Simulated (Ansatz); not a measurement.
Ansatz (an electronic-structure program) input:
A basis named .json is the Basis Set Exchange file of that set.

Ansatz 0.2 input:
```yaml
crystal:
  periodic: [false, false, false]
  atoms:
    - {symbol: Cr, position_ang: [-0.00000000, -0.00000000, -0.48918520]}
    - {symbol: F, position_ang: [0.00000000, 0.00000000, 1.30449386]}
basis:
  gaussian:
    orbitals: def2-QZVPP.json
magnetization: {spin_polarized: true, initial_magnetization: 5}
correlation: {method: ccsd_t, electrons: outside_noble_gas}
```

Problem. What final total energy does it print?

Solution. -1143.29455 Eh (CCSD(T)/def2-QZVPP). The basis has 150 functions.

The spin state was set by rule; other spins were not relaxed.
